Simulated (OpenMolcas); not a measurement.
Computed levels of 2s2 2p3 in ions with 7 electrons, in cm-1 above 4S* 3/2.

```yaml
Program: OpenMolcas
Method: SS-CASPT2, IPEA 0.25 Eh, imaginary shift 0.1 Eh
Basis: ANO-RCC-VQZP
Scalar_Hamiltonian: DKH2, point nucleus
Spin-orbit_coupling: state interaction with AMFI integrals over the reference wave functions, term energies averaged over their components
```

Active space for each ion: 5 electrons in 8 orbitals (2s 2p 3s 3p); closed shells correlated by CASPT2: 1s.

```json
{"Level": "2D* 3/2", "O+": "27500", "Ne3+": "41900"}
{"Level": "2D* 5/2", "O+": "27510", "Ne3+": "41940"}
{"Level": "2P* 1/2", "O+": "40860", "Ne3+": "62900"}
{"Level": "2P* 3/2", "O+": "40870", "Ne3+": "62940"}
```

Estimate 2D* 3/2, 2D* 5/2 for F2+ from its neighbours O+ and Ne3+.

2D* 3/2 is another term, which grows about linearly with the charge: (27500 + 41900) / 2 = 34700. The calculation gives 34910, so the estimate is off by -0.6 %.
2D* 5/2 is another term, which grows about linearly with the charge: (27510 + 41940) / 2 = 34725. The calculation gives 34930, so the estimate is off by -0.6 %.

CASPT2 does not keep the components of a term degenerate, so their means are used; among the terms shown or strongly mixed into the levels shown the widest spread is 57 cm-1 (2s2 2p3 2D*, F2+). The run also gave levels led by 2s2 2p2 3s, which use shells meant for correlation; these and all levels above them are left out (holds for O+). Active for correlation alone: 3p 3s; no level in the range computed is led by a configuration that fills them, so any true level of that kind is missing (holds for F2+; Ne3+). Levels of configurations outside the active space are missing.

* marks odd parity.
